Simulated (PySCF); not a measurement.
A GIAO shielding run with PySCF (density fitting, non-relativistic, gas phase) on `CC(=O)[SiH2]SC(=C=O)C=O`, C5H6O3SSi:

```
$ OMP_NUM_THREADS=1 python probes_run.py task.json out

{"job": {"kind": "nmr", "xc": "PBE0", "basis": "pcSseg-1"}, "charge": 0, "multiplicity": 1}
C      2.781768     0.726451    -0.306807
C      2.307698    -0.694838    -0.345741
O      3.045353    -1.639356    -0.487033
Si     0.415898    -1.038332    -0.204547
S     -0.399841     0.641163     0.896870
C     -2.146466     0.337427     0.628560
C     -2.706458    -0.266563     1.647866
O     -3.138252    -0.804669     2.569997
C     -2.772199     0.806262    -0.592117
O     -3.922385     0.645474    -0.902472
H      3.865406     0.780206    -0.378786
H      2.440344     1.190303     0.617302
H      2.327179     1.272481    -1.131944
H     -0.206783    -1.026708    -1.524242
H      0.150392    -2.261572     0.538306
H     -2.049253     1.341215    -1.234173
```

Hardware: 1 thread of an Arm Neoverse V1, shared host. The job also computes population analyses, field gradients.

(1) How large is the calculation?

(2) How long does it take, and how much memory does it need?

Answers

(1) 90 electrons, 214 basis functions and 1156 auxiliary functions.

(2) 62 s of wall time, with 16 SCF cycles and 6 response iterations; peak memory 0.96 GiB. Times on a shared host scatter by some tens of per cent.
